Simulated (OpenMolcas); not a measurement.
## Lines of Ru+: computed and rescaled rates

| Quantity | Value |
| --- | --- |
| Program | OpenMolcas 26.06 |
| Method | MS-CASPT2, IPEA 0.25 Eh, imaginary shift 0.1 Eh (closed shells correlated: 4s 4p) |
| Basis | ANO-R3 [8s6p5d3f2g1h] |
| Scalar Hamiltonian | X2C, finite nucleus |
| Active space | 7 electrons in 5 orbitals (4d) |
| State averaging | 2S+1 = 4 even, 10 roots; 2S+1 = 2 even, 40 roots |
| Spin-orbit coupling | state interaction with AMFI integrals over the reference wave functions, term energies averaged over their components |

Rates come from the transition moments of the reference wave functions (E1 and E2 in the length form). At fixed line strength A goes as λ^-3 for E1 and M1 and as λ^-5 for E2, so a rate at the computed wavelength can be rescaled to the measured one. Measured vacuum wavelengths follow from level energies in NIST Handbook of Basic Atomic Spectroscopic Data. Branching counts decays inside the model space alone, at computed energies, and the table is only a selection of the E2 and M1 lines, drawn from those between levels with measured partners whose computed energy lies within a factor of 1.5 of the measured one.

```tsv
Upper	Lower	Type	λ computed (nm)	λ measured (nm)	A computed (s-1)	A rescaled (s-1)	Branching %
4d7 4F 7/2	4d7 4F 9/2	M1	6400	6566	1.28e-01	1.19e-01	100.0
4d7 4F 5/2	4d7 4F 7/2	M1	9869	10300	5.94e-02	5.23e-02	100.0
4d7 4P 1/2	4d7 4P 3/2	M1	9463	11160	4.63e-02	2.82e-02	78.2
4d7 4P 5/2	4d7 4F 9/2	E2	1047	1211	2.86e-02	1.38e-02	46.1
4d7 4P 5/2	4d7 4F 7/2	M1	1251	1485	1.93e-02		31.0
4d7 4P 3/2	4d7 4F 5/2	M1	1434	1671	1.80e-02		49.4
4d7 4F 3/2	4d7 4F 5/2	M1	15450	16390	1.73e-02	1.45e-02	100.0
4d7 4P 3/2	4d7 4F 3/2	M1	1580	1861	8.29e-03		22.7
4d7 4P 3/2	4d7 4F 7/2	E2	1252	1438	6.85e-03	3.43e-03	18.8
4d7 4P 5/2	4d7 4F 5/2	M1	1433	1735	6.82e-03		11.0
4d7 4P 1/2	4d7 4F 3/2	E2	1354	1595	6.48e-03	2.86e-03	10.9
4d7 4P 1/2	4d7 4F 5/2	E2	1245	1453	5.79e-03	2.67e-03	9.8
4d7 4P 5/2	4d7 4F 7/2	E2	1251	1485	3.82e-03	1.62e-03	6.1
4d7 4P 5/2	4d7 4F 3/2	M1	1579	1941	3.14e-03		5.1
4d7 4P 3/2	4d7 4F 5/2	E2	1434	1671	2.76e-03	1.28e-03	7.6
```

Spin-changing lines and M1 lines between different terms are not rescaled, since their strength hangs on the term gaps too.

The largest correction is for 4d7 4P 5/2 → 4d7 4F 7/2 (E2): 3.82e-03 × (1251 / 1485)^5 = 1.62e-03 s-1, a factor of 0.42.

The computed rate and branching of 4d7 4F 7/2 → 4d7 4F 9/2 give the upper level a radiative lifetime of 1.000 / 1.28e-01 s-1 = 7.81e+00 s, counting decays inside the model space alone. The rescaled rate gives about 8.4e+00 s.

The computed order of these levels differs from the measured one in 1 place, and where term gaps are wrong the rates of spin-changing lines can be off by large factors.

These are rates of the free ion; in crystals, glasses and complexes forced electric-dipole and non-radiative decay shorten such lifetimes by orders of magnitude. No measured rate stands beside these. Rescaling mends the energy factor alone: line strengths can still be far off where a level mixes with configurations outside the active space, and weak or spin-changing lines hang on small mixing coefficients that depend on the term gaps too, so rescaling need not improve them.

CASPT2 does not keep the components of a term degenerate, so their means are used; among the terms shown or strongly mixed into the levels shown the widest spread is 1200 cm-1 (4d7 4F). Configurations with an s electron lie low at this charge and mix in, so terms can be misplaced. Some terms miss by over 15 % even with CASPT2, which points to a basis or an active space too small for the shells correlated. Measured partners are found by configuration, term and J. A level has none where our copy of the source lacks it or the pairing is in doubt (some pairs that miss far off the trend of their configuration count as doubtful). Only configurations of the active space appear.
